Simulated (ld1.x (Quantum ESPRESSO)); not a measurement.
# Reading a pseudo-wave (sulfur (S))

Columns: radius, all-electron u(r) and pseudo u(r) of the 3s shell (level -17.75 eV) of sulfur in the configuration [Ne] 3s1 3p5; PBEsol, non-relativistic, TM scheme, ld1.x (Quantum ESPRESSO) 7.5.

```tsv
r (bohr)	all-electron	pseudo
0.068	0.2010	0.0233
0.135	-0.0199	0.0470
0.202	-0.2478	0.0722
0.270	-0.3807	0.1001
0.338	-0.4097	0.1312
0.405	-0.3604	0.1659
0.473	-0.2591	0.2059
0.540	-0.1310	0.2509
0.608	0.0105	0.3025
0.675	0.1496	0.3592
0.742	0.2809	0.4208
0.810	0.4016	0.4871
0.878	0.5072	0.5546
0.945	0.5960	0.6195
1.013	0.6707	0.6804
1.080	0.7296	0.7328
1.148	0.7753	0.7761
1.215	0.8078	0.8079
1.283	0.8294	0.8294
1.350	0.8409	0.8409
1.418	0.8438	0.8438
1.485	0.8395	0.8395
1.553	0.8290	0.8290
1.620	0.8136	0.8136
1.688	0.7940	0.7940
1.755	0.7714	0.7714
```

How many radial nodes do the two functions have?

The all-electron 3s function has n − l − 1 = 2; the pseudo-wave has 0, since the states of the same l below it are removed with the core.

At about which radius was the pseudo-wave matched?

1.35 bohr. The columns agree to 0.0005 from 1.22 bohr on; several derivatives are matched, so the curves merge somewhat inside the radius.

Is the pseudo-wave norm-conserving?

Yes: the TM scheme keeps the norm inside the radius equal to the all-electron one, which fixes the energy derivative of the logarithmic derivative at the level.
